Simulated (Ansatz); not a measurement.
Geometry optimisation, Ansatz 0.2.0, RKS B3LYP/def2-SVP.

input.yaml

```yaml
crystal:
  periodic: [false, false, false]
  atoms:
    - { symbol: B, position_ang: [-1.15071, 0.68643, -0.78179] }
    - { symbol: Ge, position_ang: [0.51235, 0.12328, 0.17814] }
    - { symbol: O, position_ang: [0.2429, -1.53762, 0.71635] }
    - { symbol: H, position_ang: [-2.04734, -0.04807, -0.89164] }
    - { symbol: H, position_ang: [-1.24113, 1.75321, -1.24198] }
    - { symbol: H, position_ang: [0.91856, 0.896, 1.42554] }
    - { symbol: H, position_ang: [1.8186, 0.0928, -0.60307] }
    - { symbol: H, position_ang: [-0.48973, -1.69778, 1.3071] }
basis:
  gaussian: { orbitals: def2-SVP }
hamiltonian:
  xc: b3lyp
relax:
  f_tol: 0.015
  max_steps: 40
output:
  orbitals: {}
```

Run as:

```bash
$ ansatz run input.yaml --threads 1 --pin off --max-ram 2048MiB --backend cpu --events-out ev --progress --plain --runs-dir out
```

**Question.** Where does it end, and by what steps?

**Answer.** It converged. The force dipped under the threshold on the way, but the program's further checks kept it going. After 8 steps the energy has fallen by 0.210 eV; H4 moved furthest, 0.25 Å.

| step | energy less start (eV) | largest force component (eV/Å) | accepted |
| --- | --- | --- | --- |
| 0 | 0.0000 | 1.191 | yes |
| 1 | -0.1852 | 0.324 | yes |
| 2 | -0.2027 | 0.166 | yes |
| 3 | -0.2043 | 0.203 | yes |
| 4 | -0.2054 | 0.166 | yes |
| 5 | -0.2090 | 0.033 | yes |
| 6 | -0.2095 | 0.011 | yes |
| 7 | -0.2097 | 0.028 | yes |
| 8 | -0.2097 | 0.009 | yes |

```xyz
8
Properties=species:S:1:pos:R:3
B -1.161 0.717 -0.787
Ge 0.519 0.074 0.233
O 0.408 -1.635 0.796
H -2.199 0.103 -0.770
H -1.123 1.754 -1.402
H 0.764 1.010 1.454
H 1.792 0.071 -0.638
H -0.438 -1.825 1.222
```

Whether the end is a true minimum wasn't checked by a vibrational analysis.

The run took 20 s on 1 thread of Intel(R) Xeon(R) 6975P-C (Granite Rapids), on a shared host, peak memory 0.18 GiB.
